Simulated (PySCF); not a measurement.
Sn(H)3(Me) (CH6Sn), SMILES [SnH3][CH3]. Atoms are numbered in the order given.

```xyz
8

Sn     0.0000     0.0000    -0.3001
C      0.0000     0.0000     1.8393
H     -1.3902    -0.8026    -0.8874
H      1.3902    -0.8026    -0.8874
H      0.0000     1.6052    -0.8874
H     -0.8872     0.5122     2.2113
H      0.8872     0.5122     2.2113
H      0.0000    -1.0245     2.2113
```

The structure is a stationary point at PBE0-D3(BJ)/def2-TZVP. The def2 effective core potentials stand for the cores of Sn; spin–orbit coupling is left out.

Computed with PySCF with TDDFT-PBE0/def2-SVPD.

Vertical excitations; the highest root listed may be one member of a degenerate set. Gas-phase values at a fixed geometry. State labels are in the subgroup Cs.

**Question.** Estimate the UV-visible absorptions. (The exact figures need the calculation; the answer reports its results.)

**Answer.** 
| state | symmetry | energy (eV) | λ (nm) | f | main pairs |
|---|---|---|---|---|---|
| S1 | A' | 7.47 | 166 | 0.018 | HOMO→LUMO 99 % |
| S2 | A' | 7.81 | 159 | 0.051 | HOMO−1→LUMO (degenerate set) |
| S3 | A" | 7.81 | 159 | 0.051 | HOMO−2→LUMO (degenerate set) |
| S4 | A' | 8.01 | 155 | 0.464 | HOMO→LUMO+1 91 % |
| S5 | A' | 8.08 | 153 | 0.100 | HOMO−1→LUMO+1 (degenerate set) |
| S6 | A" | 8.08 | 153 | 0.100 | HOMO−2→LUMO+1 (degenerate set) |
| S7 | A' | 8.18 | 152 | 0.001 | HOMO→LUMO+2 (degenerate set) |
| S8 | A" | 8.18 | 152 | 0.001 | HOMO→LUMO+3 (degenerate set) |
| S9 | A" | 8.35 | 148 | 0.000 | HOMO−1→LUMO+3 50 %, HOMO−2→LUMO+2 50 % |
| S10 | A' | 8.89 | 139 | 0.112 | HOMO−2→LUMO+3 46 %, HOMO−1→LUMO+2 46 % |
| T1 | A' | 6.81 | 182 | 0 | HOMO→LUMO+1 81 % |
| T2 | A" | 7.03 | 176 | 0 | HOMO−2→LUMO, HOMO−2→LUMO+1, HOMO−2→LUMO+4 (degenerate set) |
| T3 | A' | 7.03 | 176 | 0 | HOMO−1→LUMO, HOMO−1→LUMO+1, HOMO−1→LUMO+4 (degenerate set) |
| T4 | A' | 7.12 | 174 | 0 | HOMO→LUMO 74 % |
Triplets are in the Tamm–Dancoff approximation, which puts them higher than full response would, so one can lie above its singlet here.
